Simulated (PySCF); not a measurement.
C₃H₈FSi₃ (doublet state).
Geometry (GFN2-xTB, Å), atoms numbered from 1 in this order:
```xyz
15
C3H8FSi3 angstrom
F      3.2381   -0.6683    1.6613
C      3.2481   -0.0431    0.4298
C      1.9040    0.1056   -0.0945
C      0.7734    0.2191   -0.4934
Si    -0.9863    0.3044   -1.0869
Si    -1.7286    2.3309   -0.3307
Si    -1.9372   -1.7527   -0.5481
H      3.8607   -0.6658   -0.2347
H      3.7232    0.9353    0.5766
H     -0.8342    0.4222   -2.5579
H     -3.0829    2.7613   -0.7021
H     -1.5966    2.6769    1.0878
H     -1.2032   -2.9386   -0.9968
H     -3.2786   -1.8201   -1.1419
H     -2.1044   -1.8593    0.9040
```

The hyperfine couplings belong to this conformer and change with its torsions.

The species is `FCC#C[Si@H]([SiH2])[SiH3]` [radical].

The calculation used UKS B3LYP, pcH-1 on C F H Si, non-relativistic, mean-field spin-orbit, GIAO (PySCF). Isolated species at its GFN2-xTB geometry (one conformer only). Couplings are sensitive to structure, and on GFN2-xTB geometries they can be far from those on DFT ones, by a factor of two or more for some ions and for spin on atoms past the first row.

Question: Count the α and β electrons and give S(S+1).

Answer: Nα = 39, Nβ = 38 (77 in all), and S(S+1) = 0.75 for S = 1/2.

Mulliken spin populations, one withheld:

```json
{"atom": "F1", "bound to": "C2", "population": "0.0000"}
{"atom": "C2", "bound to": "F1, C3, H8, H9", "population": "+0.0003"}
{"atom": "C3", "bound to": "C2, C4", "population": "-0.0033"}
{"atom": "C4", "bound to": "C3, Si5", "population": "-0.0017"}
{"atom": "Si5", "bound to": "C4, Si6, Si7, H10", "population": "+0.0151"}
{"atom": "Si6", "bound to": "Si5, H11, H12", "population": "+0.9602"}
{"atom": "Si7", "bound to": "Si5, H13, H14, H15", "population": "?"}
{"atom": "H8", "bound to": "C2", "population": "-0.0001"}
{"atom": "H9", "bound to": "C2", "population": "-0.0002"}
{"atom": "H10", "bound to": "Si5", "population": "+0.0013"}
{"atom": "H11", "bound to": "Si6", "population": "-0.0161"}
{"atom": "H12", "bound to": "Si6", "population": "-0.0145"}
{"atom": "H13", "bound to": "Si7", "population": "+0.0125"}
{"atom": "H14", "bound to": "Si7", "population": "-0.0004"}
{"atom": "H15", "bound to": "Si7", "population": "-0.0007"}
```

Question: Fill in the missing population.

Answer: 1 − (0.9524) gives +0.048, since all populations sum to 2S.

Question: How is the spin shared among the elements?

Answer: Silicon +1.02, fluorine 0.00, carbon 0.00, hydrogen -0.02. The positive populations sum to 1.04, the negative ones to -0.04.

Question: With ⟨S²⟩ = 0.7525, find the sum of squared α–β overlaps and estimate the admixture of higher spin.

Answer: Σ|⟨iα|jβ⟩|² over occupied orbitals = Nβ − [⟨S²⟩ − S(S+1)] = 38 − 0.0025 = 37.9975. If the quartet state (S + 1) were the only admixture, its weight would be 0.0025/(2S + 2) = 0.08 %.

Question: What Fermi-contact NMR shifts do the couplings of F1, C3, C4, Si5, H9, H10, H11/H12 imply at 298 K (Curie law, g = gₑ)?

Answer: δ = a_FC·h·gₑ μB S(S+1)/(3 g_N μN kT), with k/h = 20836.6 MHz/K:

```csv
nuclei,isotope,a_FC (MHz),g_N,contact shift (ppm)
F1,19F,-0.31,5.2577,-9
C3,13C,-0.72,1.4048,-76
C4,13C,2.46,1.4048,+259
Si5,29Si,-8.40,-1.1106,+1120
H9,1H,-0.42,5.5857,-11
H10,1H,8.18,5.5857,+217
H11/H12,1H,2.77,5.5857,+73
```

The sign follows the spin density at the nucleus: positive density means a positive shift. Entries for several nuclei are means.

Class means assume fast exchange of nuclei equivalent by connectivity; if that motion is slow, each nucleus keeps its own coupling.

On an Arm Neoverse V1 with one thread, on a shared host, this took 1.7 min wall (grids of density and orbitals included) and 0.97 GiB of memory at its peak.
